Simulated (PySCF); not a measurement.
A run for PySCF: U-HF/LANL2DZ on BH2I (SMILES BI), a point of a bond scan (R = 1.691 Å).

```python
from pyscf import gto, scf, dft, mp
from pyscf.data.elements import chemcore

mol = gto.M(
    atom='''
    B    -1.00687273   -1.52824232    0.26334221
    H    -0.62513249   -2.30507998    1.06916428
    H    -1.98651595   -1.65890826   -0.38610151
    I    -0.08596304   -0.13047564    0.02248318
    ''',
    basis='lanl2dz',
    ecp={'I': 'lanl2dz'},
    charge=0, spin=0, verbose=3, max_memory=1800)
mf = scf.UHF(mol)
mf.conv_tol = 1e-8
mf.max_cycle = 100
mf.init_guess_breaksym = True
mf.kernel()
if not mf.converged:
    mf = mf.newton().run(mf.mo_coeff, mf.mo_occ)
for _ in range(4):
    mo, _, stable, _ = mf.stability(return_status=True)
    if stable:
        break
    mf.kernel(mf.make_rdm1(mo, mf.mo_occ))
```

The log:

```
converged SCF energy = -36.8760221691528  <S^2> = 7.0609207e-10  2S+1 = 1
<class 'pyscf.scf.uhf.UHF'> wavefunction is stable in the internal stability analysis
```

The run converged.

Cost: about 0.6 core-seconds (a rough figure).
